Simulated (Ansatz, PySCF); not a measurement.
BrCl₂H₂NSi, SMILES Cl[Si](Cl)(Br)N.

Geometry optimised at B3LYP-D3(BJ)/def2-SVP. The structure was generated by enumeration, and PubChem lists no compound with its InChIKey, so it may never have been made. One conformer was computed; it need not be the lowest.

Vertical ionisation energy (IE) and electron affinity (EA) in eV. Rows of orbital energies are one-electron estimates. Where ΔSCF, EOM or ADC give a negative EA the extra electron is unbound and the value depends on the basis.

```
level                                                                 IE     EA
------------------------------------------------------------------  ----  -----
−ε(HOMO), −ε(LUMO), PBE0/def2-TZVP (PySCF)                          8.21   0.46
−ε(HOMO), −ε(LUMO), PBE/def2-TZVP (PySCF)                           6.79   1.43
ΔSCF, PBE/def2-SVPD (Ansatz), final states of multiplicity 2 and 2  9.80  -0.37
```

Problem. What vertical singlet–triplet gap does ΔSCF give with PBE/def2-SVPD (Ansatz, a program for electronic structure)? (The exact figures need the calculation; the answer reports its results.)

Solution. 5.45 eV (triplet above singlet where positive).
